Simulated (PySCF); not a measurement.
[CrCl3]-: Cr(II) (d4), charge -1. The structure is a model geometry with rigid ligands and bond lengths from ionic radii, not a minimum; coordination trigonal planar, point group D3h, metal–donor distances 2.33 Å.

Method (PySCF 2.14, density fitting): CASSCF(4,5) with orbitals averaged over all microstates of the shell, strongly contracted NEVPT2 on the averaged canonical orbitals; basis x2c-TZVPall on the metal, x2c-SVPall elsewhere; spin-free X2C; IEF-PCM water; spin-orbit coupling by state interaction with the mean-field operator over all roots.

CASSCF energies above the lowest CASSCF root:

| state | CASSCF / cm⁻¹ |
| --- | --- |
| 5E' | 0 |
| 5E'' | 5658 |
| 5A1' | 6281 |
| 3A2'' | 19570 |
| 3E' | 19634 |
| 3A1'' | 19675 |
| 3E'' | 19743 |
| 3A2' | 19906 |
| 3E' | 20367 |
| 3E'' | 22401 |
| 3A2' | 22894 |
| 3E' | 23173 |
| 3A2'' | 23319 |
| 3A1'' | 23536 |
| 3E'' | 23568 |
| 3E'' | 24967 |
| 3A1' | 25333 |
| 3A2' | 25751 |
| 3E'' | 26464 |
| 3E' | 26559 |
| 1A1' | 27367 |
| 1E'' | 27636 |

Problem. How does dynamic correlation (SC-NEVPT2) move these states?

Solution. 
```json
{"state": "5E'", "NEVPT2 / cm⁻¹": "0", "shift / cm⁻¹": "0"}
{"state": "5E''", "NEVPT2 / cm⁻¹": "6095", "shift / cm⁻¹": "+437"}
{"state": "5A1'", "NEVPT2 / cm⁻¹": "7377", "shift / cm⁻¹": "+1097"}
{"state": "3A2''", "NEVPT2 / cm⁻¹": "18333", "shift / cm⁻¹": "-1238"}
{"state": "3E'", "NEVPT2 / cm⁻¹": "18442", "shift / cm⁻¹": "-1193"}
{"state": "3A1''", "NEVPT2 / cm⁻¹": "18384", "shift / cm⁻¹": "-1291"}
{"state": "3E''", "NEVPT2 / cm⁻¹": "18489", "shift / cm⁻¹": "-1253"}
{"state": "3A2'", "NEVPT2 / cm⁻¹": "18623", "shift / cm⁻¹": "-1283"}
{"state": "3E'", "NEVPT2 / cm⁻¹": "19227", "shift / cm⁻¹": "-1140"}
{"state": "3E''", "NEVPT2 / cm⁻¹": "20004", "shift / cm⁻¹": "-2397"}
{"state": "3A2'", "NEVPT2 / cm⁻¹": "20303", "shift / cm⁻¹": "-2591"}
{"state": "3E'", "NEVPT2 / cm⁻¹": "20855", "shift / cm⁻¹": "-2318"}
{"state": "3A2''", "NEVPT2 / cm⁻¹": "21108", "shift / cm⁻¹": "-2211"}
{"state": "3A1''", "NEVPT2 / cm⁻¹": "21316", "shift / cm⁻¹": "-2220"}
{"state": "3E''", "NEVPT2 / cm⁻¹": "23193", "shift / cm⁻¹": "-376"}
{"state": "3E''", "NEVPT2 / cm⁻¹": "22557", "shift / cm⁻¹": "-2410"}
{"state": "3A1'", "NEVPT2 / cm⁻¹": "22781", "shift / cm⁻¹": "-2552"}
{"state": "3A2'", "NEVPT2 / cm⁻¹": "23925", "shift / cm⁻¹": "-1826"}
{"state": "3E''", "NEVPT2 / cm⁻¹": "24509", "shift / cm⁻¹": "-1955"}
{"state": "3E'", "NEVPT2 / cm⁻¹": "24516", "shift / cm⁻¹": "-2043"}
{"state": "1A1'", "NEVPT2 / cm⁻¹": "25800", "shift / cm⁻¹": "-1567"}
{"state": "1E''", "NEVPT2 / cm⁻¹": "26053", "shift / cm⁻¹": "-1583"}
```

The geometry is a model, and the complex may not exist in this form. The ground state is orbitally degenerate in this regular structure, which would distort (Jahn–Teller). NEVPT2 lifts 5A1' from 6281 to 7377 cm⁻¹; on the d shell alone such lifts tend to overshoot. Gaps between spin states lean to high spin in this active space.
